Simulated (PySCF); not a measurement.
MCd for M along the third period

r²SCAN with double-zeta basis sets in PySCF, for the lowest determinant that a PBE0 search found; no spin–orbit coupling. De refers to high-spin ground-configuration atoms. A positive dipole means M(−)Cd(+).

```json
{"M": "Na", "basis": "def2-SVP", "state (unpaired electrons)": "doublet (σ ↑)", "Re (Å)": "3.371", "ωe (cm⁻¹)": "79.2", "De (eV)": "0.18", "μ (D)": "-1.17"}
{"M": "Mg", "basis": "def2-SVP", "state (unpaired electrons)": "singlet (closed shell)", "Re (Å)": "3.410", "ωe (cm⁻¹)": "74.6", "De (eV)": "0.09", "μ (D)": "-0.09"}
{"M": "Si", "basis": "def2-SVP", "state (unpaired electrons)": "triplet (π ↑↑)", "Re (Å)": "2.541", "ωe (cm⁻¹)": "238", "De (eV)": "0.91", "μ (D)": "2.63"}
{"M": "P", "basis": "def2-SVP", "state (unpaired electrons)": "quartet (σ ↑, π ↑↑)", "Re (Å)": "2.665", "ωe (cm⁻¹)": "175", "De (eV)": "0.37", "μ (D)": "0.85"}
{"M": "Cl", "basis": "def2-SVP", "state (unpaired electrons)": "doublet (σ ↑)", "Re (Å)": "2.365", "ωe (cm⁻¹)": "324", "De (eV)": "2.09", "μ (D)": "3.16"}
```

(1) By what factor does the well depth vary along the series?

The state changes along the series, so neighbouring rows are not always alike in their bonding.

Closed-shell solutions of metal pairs were not tested for spin polarisation, which can lower them a little. Weak bonds: CdP, MgCd, NaCd. Basis-set superposition, not corrected here, can be much of De in a small basis, most of all at correlated wavefunction levels. Functionals without a dispersion term scatter widely for such bonds, and LDA overbinds them. Spin–orbit coupling is left out. States were picked by a PBE0 search and need not be the measured ground states.

Results:

(1) At r²SCAN it runs from 0.09 eV (MgCd) to 2.09 eV (CdCl), a factor of 23.2.
